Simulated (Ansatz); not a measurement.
Cl3Y, charge +1, doublet, geometry from GFN2-xTB (such geometries of metal compounds can be far from the true shape) (the multiplicity is a formal guess) (core potentials on Y); PBE0/def2-SV(P) in Ansatz (a program for electronic structure).

Input for Ansatz:
Ansatz 0.2 input:
```yaml
crystal:
  periodic: [false, false, false]
  atoms:
    - {symbol: Y, position_ang: [0.27188684, 0.69872193, 0.42992266]}
    - {symbol: Cl, position_ang: [1.62680609, -0.89796699, -0.89804286]}
    - {symbol: Cl, position_ang: [-0.88335792, -1.29797139, 1.33950469]}
    - {symbol: Cl, position_ang: [-1.36718856, 0.59298806, -1.42775500]}
basis:
  gaussian:
    orbitals: def2-SV_P_.json
    fitting: {mean_field: def2-universal-JKFIT}
hamiltonian:
  xc: pbe0
total_charge: 1
magnetization: {spin_polarized: true, initial_magnetization: 1}
```
The basis file holds def2-SV(P) in the JSON format of the Basis Set Exchange.

It wrote (shortened):

```
Functional definition: PBE0
639 factors; integrals over basis functions are off by at most 3.0e-2 eV
mean field evaluation 1: about -38578.6216 eV, gradient 2.5e1 eV
mean field evaluation 2: about -38565.6187 eV, gradient 5.5e1 eV
mean field evaluation 4: about -38582.3886 eV, gradient 2.0e0 eV
mean field evaluation 8: about -38582.4139 eV, gradient 4.4e-2 eV
mean field evaluation 16: about -38582.4139 eV, gradient 3.3e-4 eV
mean field evaluation 32: about -38582.3686 eV, gradient 2.2e0 eV
mean field -38582.41390100 eV, -1417.8775587622 hartree, gradient 9.4e-6 eV, S^2 0.762284; 4 other end points of the search recorded, 0 dependent functions left out
reference -38582.41395407 eV, -1417.8775607127 hartree; 31, 30 occupied and 47, 48 virtual orbitals, 639 factors
Total energy: -38582.41395407 eV, -1417.8775607127 hartree
```
